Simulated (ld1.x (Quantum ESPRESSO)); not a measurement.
How hard is this Ir (Z = 77) TM potential?

```
Element                 : Ir (Z = 77)
Generator               : ld1.x (Quantum ESPRESSO) 7.5
Type                    : norm-conserving Troullier–Martins (Kleinman–Bylander form)
Functional              : revPBE
Relativity              : fully relativistic
Frozen core             : [Xe] 4f14
Valence charge          : 9
Reference configuration : 5d7 6s1.5 6p0 (charge +0.5)
Partial waves           : 6s (bound): rc 2.20 bohr; 5d (bound): rc 1.25 bohr; 6p (bound, empty): rc 2.75 bohr
Local potential         : the p channel
Core correction         : none
```

Open shells are filled in proportion to 2j + 1 (rel_dist='average').

The pseudo-atom Hamiltonian at the reference potential is diagonalised in spherical Bessel functions j_l(qr) that vanish at 20 bohr, with q² up to the cutoff. All-electron valence levels (Ry): 6s -0.7176, 5d3/2 -0.8679, 5d5/2 -0.7765, 6p1/2 -0.3378, 6p3/2 -0.2801.

Question: How do the lowest levels (Ry) of each channel move with the cutoff, and are there ghosts?

Answer:

| cutoff (Ry) | s #1 | s #2 | d3/2 #1 | d3/2 #2 | d5/2 #1 | d5/2 #2 | p1/2 #1 | p1/2 #2 | p3/2 #1 | p3/2 #2 | f #1 | Σ f·Δε (mRy) |
| --- | --- | --- | --- | --- | --- | --- | --- | --- | --- | --- | --- | --- |
| 8 | -0.7111 | -0.1189 | -0.1128 | 0.0001 | -0.1215 | -0.0025 | -0.2959 | -0.0450 | -0.2959 | -0.0450 | 0.0323 | 4874.7 |
| 12 | -0.7125 | -0.1190 | -0.3065 | -0.0264 | -0.3174 | -0.0267 | -0.2960 | -0.0451 | -0.2960 | -0.0451 | 0.0323 | 3508.0 |
| 15 | -0.7146 | -0.1193 | -0.4694 | -0.0329 | -0.4622 | -0.0324 | -0.2962 | -0.0451 | -0.2962 | -0.0451 | 0.0323 | 2440.1 |
| 21 | -0.7172 | -0.1196 | -0.7637 | -0.0384 | -0.7026 | -0.0372 | -0.2963 | -0.0451 | -0.2963 | -0.0451 | 0.0323 | 603.1 |
| 25 | -0.7172 | -0.1196 | -0.8170 | -0.0391 | -0.7423 | -0.0378 | -0.2963 | -0.0451 | -0.2963 | -0.0451 | 0.0323 | 286.7 |
| 35 | -0.7174 | -0.1196 | -0.8650 | -0.0396 | -0.7751 | -0.0383 | -0.2963 | -0.0451 | -0.2963 | -0.0451 | 0.0323 | 14.1 |
| 45 | -0.7175 | -0.1196 | -0.8672 | -0.0397 | -0.7762 | -0.0383 | -0.2963 | -0.0451 | -0.2963 | -0.0451 | 0.0323 | 3.3 |
| 50 | -0.7175 | -0.1196 | -0.8672 | -0.0397 | -0.7763 | -0.0383 | -0.2963 | -0.0451 | -0.2963 | -0.0451 | 0.0323 | 3.0 |
| 60 | -0.7176 | -0.1196 | -0.8675 | -0.0397 | -0.7764 | -0.0383 | -0.2963 | -0.0451 | -0.2963 | -0.0451 | 0.0323 | 1.4 |
| 70 | -0.7176 | -0.1196 | -0.8678 | -0.0397 | -0.7765 | -0.0383 | -0.2963 | -0.0451 | -0.2963 | -0.0451 | 0.0323 | 0.5 |
| 90 | -0.7176 | -0.1196 | -0.8678 | -0.0397 | -0.7765 | -0.0383 | -0.2963 | -0.0451 | -0.2963 | -0.0451 | 0.0323 | 0.3 |
| 400 | -0.7176 | -0.1196 | -0.8678 | -0.0397 | -0.7765 | -0.0383 | -0.2963 | -0.0451 | -0.2963 | -0.0451 | 0.0323 | 0.0 |

Result: no extra level below or beside the all-electron valence levels (s, d3/2, d5/2, p1/2, p3/2, f tested); 10 mRy is reached at 40 Ry and 1 mRy at 70 Ry.

Its largest configuration-test error is -580 meV.
